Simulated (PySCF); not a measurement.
**Electron correlation in Sb(2+) (antimony, charge +2)**

[Kr] 4d10 5s2 5p1, 2P determinant. Calculation: PySCF 2.14, in x2c-TZVPPall; scalar relativity by spin-free X2C-1e. Frozen: [Kr] 4d10; 3 electrons correlated.

```tsv
level	correlation energy (mhartree)
CCSD	-44.99
(T)	-0.57
CCSD(T)	-45.56
CCSDT	-45.73
```

Diagnostics: T1 = 0.0082, D1 = 0.0192, largest double amplitude 0.094.

Q: Is a single reference adequate?

A: Mostly. T1 lies below 0.03, but a double amplitude of this size points to a near-degeneracy that CCSD handles and MP2 describes poorly.
